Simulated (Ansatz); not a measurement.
```xyz
8

H     1.3095    0.0000    0.3589
H     0.0000    1.3095    0.3589
H    -1.3095    0.0000    0.3589
H     0.0000   -1.3095    0.3589
H     1.3095    0.0000   -0.3589
H     0.0000    1.3095   -0.3589
H    -1.3095    0.0000   -0.3589
H     0.0000   -1.3095   -0.3589
```

Basis set: def2-SVP (spherical functions). All electrons are correlated. Charge 0, multiplicity 1.

Computed with Ansatz (development build ahead of 0.2.0); each method stands on the lowest determinant of its kind that the runs found. Restricted open shells among the atoms or ions are ROHF, correlated in semicanonical orbitals with singles.

Problem. Give the atomization energy at this shape (free ground-state atoms in the same class of orbitals less the molecule, no zero-point energy) of singlet H8 by RHF-MP2, RHF.

Solution.

```
 method  atomization energy
RHF-MP2            15.11 eV
    RHF            12.02 eV
```

Caution: the shape is not the minimum.
